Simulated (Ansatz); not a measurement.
A structure relaxed at PBE-D4/def2-TZVP in Ansatz, charge 0, singlet:

```xyz
3

Hg    0.000    0.000    0.000
I     0.084    1.325    2.238
I    -0.084   -1.325   -2.238
```

Problem. Give its formula, name or SMILES and point group.

Solution. HgI2. Point group D∞h (tolerance 0.1 Å).

Problem. Summarise the bond lengths by kind (pairs closer than 1.2 times the sum of covalent radii, bridged metal pairs left out).

Solution. 2 × Hg–I 2.60 Å. The metal has 2 neighbours: I 2.60 Å, I 2.60 Å.

In the def2 sets Hg, I take a core potential; there is no spin–orbit coupling.
